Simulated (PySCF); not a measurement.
Ligands exchanged one at a time, Si OH-SH. Gas-phase values, no solvent. One relaxed conformer stands for each flexible species; it need not be the lowest. Strings in code marks are SMILES.

All values below come from ωB97X-D3(BJ)/def2-TZVP run with PySCF. Delta-SCF ions had no search for a lower state. Excitations are Tamm–Dancoff values on a coarser integration grid. The basis has no diffuse functions, so Rydberg states are missing or too high.

| species | S1 oscillator strength | vertical ionisation energy (Delta-SCF) (eV) | HOMO (eV) | T1 excitation (TDA) (eV) |
|---|---|---|---|---|
| 0 of 4 OH replaced by SH | 0.013 | 11.89 | -11.72 | 8.19 |
| 1 of 4 OH replaced by SH (`O[Si](O)(O)S`) | 0.001 | 10.15 | -10.06 | 6.02 |
| 2 of 4 OH replaced by SH (`O[Si](O)(S)S`) | 0.003 | 9.78 | -9.75 | 5.84 |
| 4 of 4 OH replaced by SH (`S[Si](S)(S)S`) | 0.008 | 9.97 | -10.01 | 5.73 |
